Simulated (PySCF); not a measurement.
## Configurations of HoF

Unrestricted PBE0; PySCF, spin-free X2C with a Gaussian nucleus, basis sets Ho x2c-TZVPall, F x2c-TZVPall. The search starts from ions with several 4f fillings and holds each by maximum overlap.

The lowest solution of each spin and filling, followed along the bond (rough minima from three points):

```
2Ms+1  4f population  ⟨S²⟩ at the start  R at minimum (Å)  Te (eV)
    5          10.60               6.01              1.97     0.00
    5          10.03               6.01              1.93     0.05
    3          10.98               3.01              2.03     0.22
    7          10.02              12.00              1.97     0.87
```

Solutions at the starting distance of 2.110 Å, counted from the lowest; the search is not exhaustive:

| 2Ms+1 | 4f population | E (eV) | ⟨S²⟩ | ⟨Lz²⟩ | μ (D) |
| --- | --- | --- | --- | --- | --- |
| 5 | 10.60 | 0.00 | 6.01 | 10.6 | -3.56 |
| 5 | 11.00 | 0.13 | 6.00 | 12.4 | -3.99 |
| 3 | 10.98 | 0.14 | 3.01 | 11.3 | -3.87 |
| 3 | 11.00 | 0.14 | 3.01 | 11.2 | -3.87 |
| 3 | 11.00 | 0.18 | 3.01 | 9.0 | -3.84 |
| 3 | 10.99 | 0.20 | 3.01 | 12.4 | -3.88 |
| 3 | 11.00 | 0.20 | 3.01 | 12.4 | -3.88 |
| 5 | 10.03 | 0.20 | 6.01 | 11.8 | -2.94 |
| 5 | 10.10 | 0.25 | 6.01 | 9.0 | -3.01 |
| 3 | 10.95 | 0.79 | 3.04 | 14.0 | -3.85 |
| 7 | 10.02 | 0.91 | 12.00 | 15.5 | -4.37 |
| 7 | 10.02 | 0.95 | 12.00 | 14.6 | -4.38 |
| 7 | 10.03 | 0.97 | 12.00 | 13.0 | -4.38 |
| 7 | 10.03 | 1.33 | 12.00 | 12.8 | -2.23 |

Partly filled real f orbitals mix terms, so no term symbols are given. A population far from a whole number shows f orbitals mixing with d and ligand orbitals, not a clean configuration. A positive dipole means Ho(−)F(+).

Spin–orbit coupling is left out. The state is the lowest single determinant that the PBE0 search found; with open d or f shells the true ground state can be another one.
